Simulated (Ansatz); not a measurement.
The cluster Sn4Cl4, relaxed as a singlet with RKS PBE0-D4/def2-SVP in Ansatz, starting from the GFN1-xTB geometry. Force threshold 0.02 eV/Å.

In the def2 sets Sn takes a core potential; there is no spin–orbit coupling. The restricted singlet is unstable towards broken spin symmetry in Hartree–Fock (as tested in another run); at PBE0-D4/def2-SVP this wasn't settled. The structure comes from a short search, and lower isomers may exist.

Start:

```xyz
8

Sn   -1.8365    0.8176   -0.5153
Sn    0.6675    0.3867    1.2801
Sn    0.4866    2.3048   -1.4373
Sn   -1.4629   -1.9403    0.5884
Cl    2.5098    1.2002   -0.4493
Cl   -0.3906    0.2435   -2.6338
Cl   -1.0360   -1.0322    2.9034
Cl    1.0621   -1.9803    0.2639
```

Problem. Estimate the energy that the relaxation releases and the steps that it takes.

Solution. 24.8 kJ/mol, in 9 steps; 2.5 min on 4 threads of Intel Xeon on a shared host. No frequencies were taken in this run, so the end may be a saddle point.

Problem. Does the start keep its bonding and symmetry?

Solution. By distances, no bond broke or formed. The bond that changes most is Sn2–Cl7, from 2.75 to 2.99 Å (atoms count from 1).

Problem. Predict the relaxed structure.

Solution. 
```xyz
8

Sn   -1.7784    0.9884   -0.3373
Sn    0.7779    0.3929    1.4093
Sn    0.5152    2.3471   -1.6924
Sn   -1.4363   -1.9034    0.4376
Cl    2.5111    1.2604   -0.5448
Cl   -0.5319    0.1621   -2.5867
Cl   -1.2539   -1.2408    2.8644
Cl    1.1963   -2.0066    0.4498
```
Bond lengths (bridged metal pairs left out): 7 × Cl–Sn 2.52 to 2.75 Å; 2 × Sn–Sn 3.01 to 3.15 Å.
